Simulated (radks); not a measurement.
The numbers below are computed, except where a source is named.
Bi IV, configuration [Hg].

Level of theory: scalar-relativistic Kohn-Sham, PBE, spin-polarised, spherical densities, finite nucleus; Fermi nuclear charge, rms radius 5.5211 fm (a radial shooting solver on a logarithmic mesh with Libxc functionals).

Energy parts (Ry):
| part | energy |
|---|---|
| total | -43045.1208 |
| kinetic | 48787.0098 |
| electron-nucleus | -107401.1850 |
| Hartree | 16356.4430 |
| exchange-correlation | -787.3886 |

Orbitals (lengths in bohr, moments of r in powers of bohr; r(max) is where P^2 peaks):
orbital  occ.  eigenvalue (Ry)    r(max)
1s          2        -6662.327  0.009662
2s          2        -1198.850   0.05620
2p          6        -1026.266   0.04691
3s          2        -290.9671    0.1585
3p          6        -241.6299    0.1588
3d         10        -191.9599    0.1294
4s          2        -68.37389    0.3559
4p          6        -52.19983    0.3759
4d         10        -33.67694    0.3815
4f         14        -13.28221    0.3420
5s          2        -13.64488    0.7707
5p          6         -9.10226    0.8601
5d         10         -4.02952     1.031
6s          2         -2.93847     1.811

The highest occupied level is 6s at -39.980 eV. For comparison, the ionisation energy in NIST's Atomic Spectra Database is 45.4 eV (measured). In exact Kohn-Sham theory the highest level is minus the ionisation energy, but local and semilocal functionals leave it too shallow, through self-interaction and a potential that decays too fast; potentials with the right tail come closer. Summed over all electrons, <r^2> = 41.09 bohr^2, which gives a Langevin (diamagnetic) susceptibility term of -32.5 x 10^-6 cm^3/mol.

Beside tabulated values, note that scalar-relativistic runs lack spin-orbit coupling.
